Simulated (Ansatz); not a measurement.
Ideal-gas functions of MoO3, SMILES `[O]=[Mo](=[O])=[O]` at 298.15 K and 1 bar, from an Ansatz frequency run at PBE0-D4/def2-TZVP.

Molar mass 143.94 g/mol, point group C3v (symmetry number 3), electronic degeneracy 1, moments of inertia 71.054, 71.055, 123.393 u Å². Harmonic wavenumbers (cm⁻¹, unscaled): 259, 346, 346, 1002, 1002, 1046.

Use S(trans) = R[1.5 ln M + 2.5 ln T − 1.1517]; rotational temperatures θ = 24.2544 K / I; S(rot) = R[ln(√π/σ · √(T³/θAθBθC)) + 1.5]; for each mode x = 1.438777 ν̃/T, S = R[x/(eˣ − 1) − ln(1 − e⁻ˣ)] and H = RT x/(eˣ − 1); 1 cm⁻¹ = 0.0119627 kJ/mol; R = 8.31446 J/(mol·K).

**Question.** By hand: the entropy, in J/(mol·K).

**Answer.** Translation 170.8. Rotation: θ = 0.3414, 0.3413, 0.1966 K, giving 94.9. Vibration, mode by mode: 6.98, 4.96, 4.96, 0.39, 0.39, 0.32, in all 18.0. Electronic 0.0. Sum 283.7 J/(mol·K).

**Question.** By hand: H − E and G − E in kJ/mol, counted from the electronic energy.

**Answer.** Zero-point energy ½ × 4001 × 0.0119627 = 23.9; thermal vibration 3.4; translation, rotation and pV give 4 RT = 9.9. H − E = 37.2 kJ/mol, and G − E = 37.2 − 298.15 × 283.7/1000 = -47.4 kJ/mol.

Vibration gives 6 % of the entropy.
